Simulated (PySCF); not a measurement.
# In (indium, neutral): PBE calculation

Configuration: [Kr] 4d10 5s2 5p1, 2P determinant. Calculation: PySCF 2.14, in cc-pVDZ-PP with ECP28MDF; a scalar-relativistic core potential.

- Total energy: -190.1099 hartree
- One-electron energy: -334.8010 hartree
- Hartree (Coulomb) energy: 161.3680 hartree
- Exchange-correlation energy: -16.6769 hartree
- ⟨S²⟩: 0.7518
- ⟨L²⟩: 2.006
- Sum of ⟨r⟩: 28.16 bohr
- Sum of ⟨r²⟩: 55.29 bohr²
- Traceless quadrupole moment −½Σ⟨3z² − r²⟩ along its main axis: -5.99 e·bohr²
- Time after the integrals: 0.27 s of wall time on 1 thread of Neoverse-N1 (shared host)

| shell | electrons | mean orbital energy (hartree) | spread (hartree) | rms radius, mean of both spins (bohr) |
| --- | --- | --- | --- | --- |
| 4s α | 1 | -4.46663 | 0 | 0.909 |
| 4s β | 1 | -4.46589 | 0 | 0.909 |
| 4p α | 3 | -2.90715 | 0.01027 | 0.993 |
| 4p β | 3 | -2.90635 | 0.01215 | 0.993 |
| 4d α | 5 | -0.67226 | 0.01131 | 1.30 |
| 4d β | 5 | -0.66980 | 0.01510 | 1.30 |
| 5s α | 1 | -0.30736 | 0 | 2.78 |
| 5s β | 1 | -0.28896 | 0 | 2.78 |
| 5p α | 1 | -0.10086 | 0 | 3.92 |

Energies and moments cover only the electrons outside the core potential.
